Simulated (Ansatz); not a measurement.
Reaction (substitution at a C–C bond): `CC#CC=O` + `[SH][GeH3]` → `CC#C[S][GeH3]` + `C=O`

Program: Ansatz. Geometries: PBE0-D4/def2-TZVP. ΔE: electronic, gas phase. CBS: MP2 limit from def2 TZ/QZ plus the TZ coupled-cluster correction, frozen cores. This one scheme is used for every species. For Ge outer-core shells are correlated without core-valence functions, which leaves a few kJ/mol of doubt a bond. Scalar relativity is left out up to krypton.

```csv
level,ΔE (kJ/mol)
HF/def2-TZVPP,39.7
MP2/CBS(def2),28.2
```

Task: What does CCSD(T)/CBS give? (An estimate is asked.)

Result: Ansatz gave: +32.7 kJ/mol. The listed levels differ from it by 7.0, -4.5 kJ/mol.

Largest T1 diagnostic among the species: 0.015.

In def2-TZVPP, CCSD(T) changes the Hartree–Fock value by −6.0 kJ/mol (the triples alone add −0.9 kJ/mol) and MP2 by −10.6 kJ/mol. The D4 term adds −5.9 kJ/mol with B3LYP and −3.4 kJ/mol with PBE0; it sums over pairs of atoms, weighted by their polarisabilities, and B3LYP, whose exchange is more repulsive, gets the larger term.

B3LYP here is the variant with VWN-RPA as its local correlation; programs differ in this.
